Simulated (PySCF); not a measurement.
## Fractional electron number in Co²⁺ (cobalt, charge +2)

The 3d beta orbital of [Ar] 3d7 is emptied in steps (occupation f), with all orbitals relaxed, ending at [Ar] 3d6. Calculation: PySCF 2.14, in aug-cc-pVDZ; the non-relativistic Hamiltonian (point nucleus). The exact energy is a straight line in f; departures are measured from the line between the end points of the same method.

```csv
f,r2SCAN0 (eV)
1,0.000
0.75,-0.977
0.5,-1.304
0.25,-0.976
0,0.000
```

```json
{"method": "r2SCAN0", "E(f=0) − E(f=1) (eV)": "33.860", "−ε at f=1 (eV)": "28.664", "−ε at f=0.5 (eV)": "33.864"}
```

Orbital energy along the path (eV):

| f | r2SCAN0 |
| --- | --- |
| 1 | -28.664 |
| 0.75 | -31.246 |
| 0.5 | -33.864 |
| 0.25 | -36.480 |
| 0 | -39.023 |

Reference removal energy between the ground levels: 33.5 ± 0.06 eV (semi-empirical (NIST evaluation); NIST Atomic Spectra Database, ionization energies). The calculation has no spin-orbit coupling. The determinant left behind need not be the lowest term of the ion.
